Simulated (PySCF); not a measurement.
## First hyperpolarisability: `CSC(F)=C=CF`, C$_{4}$H$_{4}$F$_{2}$S

Geometry (Å), atoms numbered from 1 in this order:
```xyz
11

C    -1.6889   -0.4416    0.4166
S    -1.5495    0.3772   -1.1800
C     0.1916    0.5879   -1.2581
F     0.5218    1.2419   -2.3693
C     1.0835    0.1865   -0.3825
C     1.9306   -0.2664    0.5033
F     2.3146    0.4243    1.5776
H    -2.7619   -0.6078    0.5810
H    -1.1647   -1.4072    0.4095
H    -1.2863    0.1956    1.2170
H     2.4137   -1.2503    0.4611
```

Theory: quadratic response CAM-B3LYP/def2-TZVPD first hyperpolarisability, Taylor convention, gas phase (PySCF 2.14.0). Geometry: PBE0-D3(BJ)/def2-SVP.

Q: What is the first hyperpolarisability, and how does it disperse?

A: In au, Taylor convention; the vector part is βᵢ = ⅓ Σⱼ (βᵢⱼⱼ + βⱼᵢⱼ + βⱼⱼᵢ); β∥ is 3/5 of the vector part along the dipole, the dipole points from − to +:
| process | λ (nm) | β vector norm | β∥ | β HRS | depolarisation ratio |
| --- | --- | --- | --- | --- | --- |
| static β(0;0,0) | ∞ | 67.5 | -6.3 | 49.3 | 2.08 |
| second harmonic β(−2ω;ω,ω) | 1907 | 72.7 | -4.2 | 52.8 | 2.09 |
| Pockels β(−ω;ω,0) | 1907 | 69.1 | -5.6 | – | – |
| second harmonic β(−2ω;ω,ω) | 1064 | 91.6 | 1.5 | 63.3 | 2.18 |
| Pockels β(−ω;ω,0) | 1064 | 73.1 | -4.1 | – | – |

Q: Which lowest excitations, dipole and polarisabilities go with it?

A: S1 4.47 eV (f = 0.001); S2 5.65 eV (f = 0.088); S3 5.71 eV (f = 0.093); dipole 2.62 D; isotropic α 76.6 au static, 76.9 au at 1907 nm, 77.5 au at 1064 nm, 77.8 au at 953.5 nm, 80.7 au at 532 nm.
